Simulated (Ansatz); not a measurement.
A nudged elastic band was laid between two geometries of CH₆GaNO (10 atoms, charge 0, multiplicity 1).

All numbers below come from Ansatz, RKS PBE/def2-SVP.

```
movable images  : 7
climbing image  : yes
spring          : 5.0 eV/Å²
optimiser       : quadratic models (default)
start path      : through a guess of the saddle point
force threshold : 0.03 eV/Å
iteration limit : 60
end points      : relaxed
```

Image 0:

```xyz
10
Properties=species:S:1:pos:R:3
Ga -0.247 -0.029 -0.220
N 0.254 1.652 -0.749
O -1.643 -0.783 -1.099
H -2.025 -0.200 -1.778
C 0.620 -1.102 1.175
H -0.263 2.230 -1.413
H 0.972 2.195 -0.266
H 0.766 -2.137 0.810
H -0.033 -1.146 2.070
H 1.599 -0.681 1.473
```

Image 8:

```xyz
10
Properties=species:S:1:pos:R:3
Ga -0.424 -0.799 -0.363
N -0.273 1.410 -0.830
O -1.409 -1.042 -1.718
H -0.877 1.184 -1.644
C 0.628 -1.127 1.260
H -0.751 2.114 -0.250
H 0.603 1.825 -1.175
H 0.501 -2.174 1.596
H 0.301 -0.446 2.070
H 1.701 -0.945 1.055
```

(1) Which bonds break or form, and what moves?

(2) Give the energies along the band, and the barrier.

(3) What is the geometry of the highest image?

(4) What are the harmonic wavenumbers there?

Results:

(1) Bonds broken: O3–H4. Bonds formed: N2–H4.

(2) The forces met the threshold. The highest image is number 5 of 0 to 8, 1.42 eV above the first end and 0.20 eV above the last; the last end lies 1.22 eV above the first. A vibrational analysis at the climbing image gives one clearly imaginary mode, 1052i cm⁻¹: a first-order saddle point. The orbitals stay closed-shell, which can raise the energy where a bond breaks towards radicals; this wasn't checked here.

| image | path coordinate (Å) | energy (eV) | O3–H4 (Å) | N2–H4 (Å) |
| --- | --- | --- | --- | --- |
| 0 | 0.00 | 0.00 | 0.97 | 3.11 |
| 1 | 0.77 | 0.00 | 0.97 | 3.11 |
| 2 | 1.54 | 0.09 | 0.98 | 2.96 |
| 3 | 2.31 | 0.27 | 0.98 | 2.61 |
| 4 | 3.08 | 0.59 | 1.00 | 1.99 |
| 5 | 3.84 | 1.42 | 1.39 | 1.23 |
| 6 | 4.18 | 1.28 | 1.80 | 1.07 |
| 7 | 4.51 | 1.23 | 2.12 | 1.04 |
| 8 | 4.84 | 1.22 | 2.29 | 1.04 |

(3) 
```xyz
10
Properties=species:S:1:pos:R:3
Ga -0.313 -0.514 -0.261
N -0.262 1.470 -0.888
O -1.335 -0.582 -1.673
H -0.956 0.751 -1.611
C 0.625 -1.211 1.307
H -0.757 2.216 -0.380
H 0.573 1.884 -1.326
H 0.462 -2.301 1.406
H 0.253 -0.702 2.217
H 1.710 -1.011 1.209
```

(4) 1052i, 66, 137, 143, 358, 366, 549, 622, 649, 711, 730, 750, 821, 1171, 1375, 1378, 1445, 1455, 1823, 2990, 3096, 3108, 3402, 3506 cm⁻¹.

The run took 2.9 min on 2 threads of Arm Neoverse V2 (shared host), peak memory 0.15 GiB.
